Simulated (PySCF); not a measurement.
CH5ClFPSi.
SMILES: `F[C@@H](Cl)[SiH2]P`

Method: EOM-IP-CCSD/aug-cc-pVDZ in PySCF, restricted Hartree–Fock reference, 17 core orbitals frozen, non-relativistic, gas phase, PBE0-D3(BJ)/def2-SVP geometry.

The vertical ionisation energies are 9.90, 10.67, 11.54, 11.81, 12.42, 12.96, 13.58, 13.79 eV.

Problem. Which Hartree–Fock orbital leads each hole, and what is its Koopmans value −ε?

Solution. 
```
leading hole (HF orbital)  Koopmans (eV)  EOM-IP-CCSD (eV)  change (eV)  one-hole share
                     HOMO          10.32              9.90        -0.42            0.95
                   HOMO-1          11.70             10.67        -1.03            0.95
                   HOMO-2          12.26             11.54        -0.72            0.95
                   HOMO-3          12.76             11.81        -0.95            0.95
                   HOMO-4          13.58             12.42        -1.16            0.95
                   HOMO-5          13.96             12.96        -1.00            0.94
                   HOMO-6          14.46             13.58        -0.88            0.94
                   HOMO-7          15.44             13.79        -1.65            0.94
```

Problem. Does the order of the lines follow the orbital energies?

Solution. Yes, no two lines change places. The corrections run from -1.65 to -0.42 eV, with a mean of -0.98 eV over the 8 lines; no line lies above its Koopmans value.

Problem. At what kinetic energies would He I light (21.22 eV) eject these electrons?

Solution. 11.32 eV (HOMO), 10.55 eV (HOMO-1), 9.68 eV (HOMO-2), 9.41 eV (HOMO-3), 8.80 eV (HOMO-4), 8.26 eV (HOMO-5), 7.64 eV (HOMO-6), 7.43 eV (HOMO-7).

Problem. What total energy has the lowest final state, and which wavelength reaches it?

Solution. E(CCSD) + ionisation energy = -1230.19143 + 0.36389 = -1229.82754 Eh, at the geometry of the initial state. The threshold wavelength is 1239.84 eV nm/9.90 eV = 125.2 nm.

One root was sought for each valence orbital with −ε under 21 eV, eight at most, so deeper holes and satellites are missing; no vibrational structure.

The values belong to the conformer `[F:1][C@@H:2]([Cl:3])[SiH2:4][PH2:5]`: F1–C2–Si4–P5 -64°, H–P5–Si4–C2 57°, H–P5–Si4–C2 151°.
